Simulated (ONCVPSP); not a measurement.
# What one change does to a pseudopotential (S (Z = 16), ONCV)

ONCVPSP 4.0.1 input, shortened (lines: element, Z, core and valence counts, functional; n l f; lmax; l rc ep ncon nbas qcut; lloc lpopt rc5 dvloc0; l nproj debl; icmod fcfact rcfact), BLYP, scalar-relativistic:

```
  S 16.00    3    2  -106131      upf
    1    0    2.00
    2    0    2.00
    2    1    6.00
    3    0    2.00
    3    1    4.00
    2
    0    1.30    0.00    4    8    4.30
    1    1.40    0.00    4    9    5.10
    2    1.30    0.25    4    7    7.30
    4    4    1.15    2.00
    0    1    1.60
    1    2    0.70
    2    3    1.50
    3    1.50    1.60
```

Change: core correction Teter function, fcfact 4.25, rcfact 1.8.

Cutoffs: the cutoffs (Ha) at which the residual kinetic energy of the hardest occupied pseudo-wave falls to 1 and 0.1 mHa per electron; they do not see the model core or the augmentation charge, which bear on the density cutoff. Errors are all-electron minus pseudo energies relative to the spin-unpolarised reference configuration.

How do hardness, ghosts and transferability respond?

The potential gets neither clearly harder nor softer (24 Ha and 85 Ha → 24 Ha and 85 Ha); of the 4 tests that both files solve, the error grows in 4 and shrinks in 0 by more than 15 % and 0.3 meV (median size 9.1 → 24.6 meV); neither file shows a bound ghost. A model core, the more so a compact one, raises the density cutoff, which this test does not measure.

| quantity | base | changed |
| --- | --- | --- |
| cutoff, loose | 24 Ha | 24 Ha |
| cutoff, tight | 85 Ha | 85 Ha |
| bound ghosts | none | none |
| GHOST(+) flags under 300 eV | d at 141.5 eV | d at 141.5 eV |
| error for 3s2 3p3, meV [ΔE 11.62 eV] | +1.3 | -7.2 |
| error for 3s2 3p2, meV [ΔE 33.76 eV] | +17 | -39 |
| error for 3s2 3p1, meV [ΔE 67.68 eV] | +77 | -117 |
| error for 3s0 3p6, meV [ΔE 20.76 eV] | +1.3 | -11 |
| s: phases at 1.32 bohr within 0.05 rad from the reference energy up to (Ha; the scan ends near 5) | 1.7 | 1.7 |
| p: phases at 1.42 bohr within 0.05 rad from the reference energy up to (Ha; the scan ends near 5) | 5.0 | 5.0 |
| d: phases at 1.32 bohr within 0.05 rad from the reference energy up to (Ha; the scan ends near 5) | to the end of the scan | to the end of the scan |
| rms error of d²Exc/dni dnj with the model core, mHa | 0.93 | 3.07 |
